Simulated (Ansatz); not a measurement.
Born–Oppenheimer molecular dynamics of AlCl$_{2}$FH$_{2}$ (6 atoms, charge 0, multiplicity 1). It starts at the highest image of a converged band, a first-order saddle point between two minima.

Theory: RKS B3LYP-D4/def2-SVP in Ansatz.

```yaml
ensemble: NVE (velocity Verlet)
time_step: 0.5 fs
steps_asked: 200
starting_velocities_drawn_for: 300 K
seed: 6118
```

First frame:

```xyz
6
Properties=species:S:1:pos:R:3
Al 0.015 -0.399 -0.124
F 0.023 -0.035 1.752
Cl 1.827 0.195 -0.989
Cl -1.823 0.134 -0.971
H 0.050 -1.881 0.664
H 0.043 -1.097 1.599
```

Task: How far do the bonds stretch over the last three quarters of this one trajectory? (Pairs bonded in most of those frames.)

Result: 
```json
{"bond": "Al1–F2", "mean (Å)": "2.008", "spread (Å)": "0.105", "shortest": "1.90", "longest": "2.20"}
{"bond": "Al1–Cl3", "mean (Å)": "2.098", "spread (Å)": "0.027", "shortest": "2.06", "longest": "2.14"}
{"bond": "Al1–Cl4", "mean (Å)": "2.111", "spread (Å)": "0.033", "shortest": "2.06", "longest": "2.16"}
{"bond": "Al1–H5", "mean (Å)": "1.632", "spread (Å)": "0.042", "shortest": "1.57", "longest": "1.70"}
{"bond": "F2–H6", "mean (Å)": "1.000", "spread (Å)": "0.056", "shortest": "0.91", "longest": "1.10"}
```

Mean temperature of the second half: 280 K. The conserved energy stayed within 0.079 meV per atom of its start (net change -0.065 meV per atom), so the integration is sound. A run of 0.1 ps of so small a system gives no equilibrium averages. The orbitals stay closed-shell, which can raise the energy where a bond breaks towards radicals; this wasn't checked here.

Run time: 7.7 min on 1 thread of Arm Neoverse V2 (shared host), peak memory 0.15 GiB.
